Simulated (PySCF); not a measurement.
Compound: C3H14N2OSi3.
Numbering: `[CH3:1]/[CH:2]=[CH:3]\[O:4][SiH2:5][N:6]([SiH3:7])[SiH2:8][NH2:9]` (hydrogens: H10, H11, H12 on C1; H13 on C2; H14 on C3; H15, H16 on Si5; H17, H18, H19 on Si7; H20, H21 on Si8; H22, H23 on N9)

Method: PySCF 2.14.0, PBE0-D3(BJ)/def2-SVP geometry optimisation, gas phase; density fitting, grid level 1; the optimiser is geomeTRIC in internal coordinates, started from a GFN2-xTB structure.

Step 0: E = -31969.0661 eV
```
atom  x, y, z in Å  |  force x, y, z in eV/Å
C1      3.9787    0.5853   -0.3266   -0.083  -0.606   0.143
C2      3.9653   -0.8701    0.0083    0.041   0.713  -0.171
C3      2.8658   -1.6006    0.1326   -0.049  -0.050   0.030
O4      1.6250   -1.0955   -0.0363    1.347   0.729  -0.190
Si5     0.1939   -1.8349    0.1597   -1.034  -0.039  -0.050
N6     -0.9076   -0.5627   -0.2123   -0.180  -0.260   0.061
Si7    -0.2741    0.9889   -0.6932   -0.167  -0.413   0.144
Si8    -2.5906   -0.9786   -0.0078   -0.359   0.714  -0.209
N9     -3.7366    0.2204   -0.4595    0.076  -0.099   0.009
H10     4.4688    1.1491    0.4668    0.174   0.310   0.264
H11     4.5357    0.7588   -1.2470    0.203   0.156  -0.362
H12     2.9629    0.9505   -0.4495   -0.316   0.252  -0.070
H13     4.9215   -1.3468    0.1604    0.376  -0.402   0.103
H14     2.9079   -2.6534    0.3830    0.092  -0.520   0.114
H15     0.0358   -2.3003    1.5411   -0.052  -0.287   0.493
H16     0.0559   -2.9593   -0.7720   -0.019  -0.490  -0.261
H17     0.5403    0.8454   -1.9014    0.358   0.117  -0.431
H18    -1.4336    1.8362   -0.9882   -0.381   0.382  -0.135
H19     0.4862    1.5928    0.4043    0.346   0.340   0.290
H20    -2.8333   -1.2275    1.4119   -0.078  -0.297   0.587
H21    -2.8709   -2.1338   -0.8582   -0.098  -0.625  -0.215
H22    -3.8236    0.4388   -1.4393   -0.094   0.072  -0.360
H23    -3.7467    1.0763    0.0721   -0.102   0.304   0.216
```

Step 1: E = -31969.2542 eV
```
atom  x, y, z in Å  |  force x, y, z in eV/Å
C1      4.0523    0.5878   -0.3295    0.013   0.112  -0.025
C2      4.0334   -0.8619    0.0060    0.072  -0.132   0.037
C3      2.9337   -1.6080    0.1389   -0.057  -0.030  -0.001
O4      1.6860   -1.1015   -0.0291   -0.250   0.007   0.015
Si5     0.1950   -1.8524    0.1494    0.116  -0.153   0.055
N6     -0.9664   -0.6065   -0.1931    0.162   0.076  -0.036
Si7    -0.3295    0.9624   -0.6731    0.047   0.239  -0.071
Si8    -2.6921   -0.9542    0.0063    0.010  -0.248   0.028
N9     -3.7785    0.2769   -0.5072    0.090   0.045   0.026
H10     4.5446    1.1754    0.4651   -0.013  -0.014  -0.031
H11     4.6176    0.7768   -1.2588   -0.019  -0.002   0.033
H12     3.0339    0.9796   -0.4625    0.028  -0.013   0.002
H13     4.9875   -1.3776    0.1632   -0.050   0.035  -0.013
H14     2.9954   -2.6761    0.3897   -0.011   0.056  -0.013
H15     0.0536   -2.3821    1.5422   -0.001   0.030  -0.025
H16     0.1008   -3.0112   -0.7924   -0.009   0.055  -0.011
H17     0.5209    0.8931   -1.9007   -0.049  -0.063   0.020
H18    -1.4931    1.8524   -0.9804    0.022  -0.062   0.026
H19     0.4724    1.6285    0.3997   -0.048  -0.064   0.015
H20    -2.9507   -1.2466    1.4506   -0.019   0.113  -0.036
H21    -2.9804   -2.1957   -0.7802    0.006   0.079  -0.009
H22    -3.8531    0.4925   -1.4965   -0.016  -0.021   0.034
H23    -3.8568    1.1278    0.0413   -0.025  -0.044  -0.021
```

Question: Estimate the geometry and energy of step 2. (The exact step hangs on the optimiser's Hessian estimate; all steps are aligned on step 1, rigid shifts and turns removed.)

Answer: E = -31969.2635 eV, largest force 0.146 eV/Å
```
atom  x, y, z in Å  |  force x, y, z in eV/Å
C1      4.0782    0.5850   -0.3258    0.003   0.016  -0.001
C2      4.0302   -0.8673    0.0073   -0.067   0.042  -0.013
C3      2.9164   -1.5935    0.1368   -0.025  -0.143   0.017
O4      1.6677   -1.0898   -0.0256    0.065   0.120   0.001
Si5     0.1907   -1.8569    0.1493    0.033   0.005  -0.021
N6     -0.9549   -0.5998   -0.1937   -0.044   0.022  -0.014
Si7    -0.3457    0.9805   -0.6765    0.059   0.027   0.001
Si8    -2.6759   -0.9621    0.0110    0.002  -0.074   0.032
N9     -3.7659    0.2606   -0.5092    0.023   0.029  -0.019
H10     4.5812    1.1614    0.4689   -0.003  -0.002  -0.001
H11     4.6473    0.7647   -1.2534   -0.003  -0.003   0.000
H12     3.0687    0.9962   -0.4589   -0.009   0.001  -0.001
H13     4.9730   -1.4002    0.1626   -0.009  -0.001  -0.001
H14     2.9686   -2.6615    0.3825    0.024  -0.017   0.010
H15     0.0451   -2.3899    1.5384   -0.002  -0.002  -0.006
H16     0.0945   -3.0012   -0.8066    0.005   0.004  -0.002
H17     0.4907    0.9098   -1.9108   -0.009  -0.019  -0.003
H18    -1.5274    1.8455   -0.9695    0.010  -0.010   0.006
H19     0.4497    1.6436    0.3998   -0.008  -0.015   0.009
H20    -2.9400   -1.2209    1.4577   -0.009   0.039   0.010
H21    -2.9625   -2.2040   -0.7691    0.009   0.005  -0.009
H22    -3.8490    0.4656   -1.4992   -0.021  -0.006   0.005
H23    -3.8539    1.1134    0.0329   -0.025  -0.019   0.001
```

The energy changes by -0.0092 eV. The first-order estimate −F·Δx gives -0.0198 eV and the mean of the old and new forces, exact on a quadratic surface, -0.0089 eV. The step makes an angle of 75° with the force vector and moves no atom by more than 0.039 Å.

What follows is the cost of the whole optimisation. Time: 13 min wall. Hardware: Arm Neoverse V2, one thread, on a shared host.
